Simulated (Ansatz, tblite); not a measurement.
Removing an electron: the cluster Si9⁻. Charge -1, multiplicity 2. Geometry: PBE-D4/def2-SVP. Ansatz, gas phase; energy differences of separate SCF runs; the oxidised species is a singlet (the triplet lies 0.09 eV higher at PBE0-D4/def2-TZVPD).

```xyz
9

Si    0.4562    0.0056   -1.1502
Si    0.4091   -2.3135   -1.6260
Si   -1.3434   -1.6334    1.9226
Si    1.4535    1.8940   -2.1451
Si    0.6339   -1.8845    0.6741
Si   -1.5975   -1.3265   -0.5313
Si   -0.5771    0.4125    1.0109
Si   -0.4214    2.6306    1.7898
Si    0.9868    2.2151    0.0552
```

The xTB rows come from tblite. The structure comes from a short search, and lower isomers may exist.

| level | −HOMO (eV) | vertical IE (eV) | −LUMO (eV) | HOMO–LUMO gap (eV) | remarks |
| --- | --- | --- | --- | --- | --- |
| GFN2-xTB | – | 3.28 | – | – | – |
| PBE-D4/def2-TZVPD | 1.08 | 2.95 | 0.55 | 0.53 | restricted singlet, untested (singlet) |
| PBE0-D4/def2-TZVPD | 1.85 | 3.13 | -0.08 | 1.93 | restricted singlet, untested (singlet) |

Run but left out: LC-ωPBE/def2-TZVPD (neutral singlet: restricted singlet with a triplet 0.12 eV lower at the same geometry).  HOMO and LUMO are the levels of the spin that leaves or enters (xTB has no such levels and no spin-polarisation term). Other spin states of the ions may lie lower, which would lower the ionisation energy or raise the affinity. Raw xTB energy differences between charge states are shifted by several eV; the methods need an empirical correction for them.
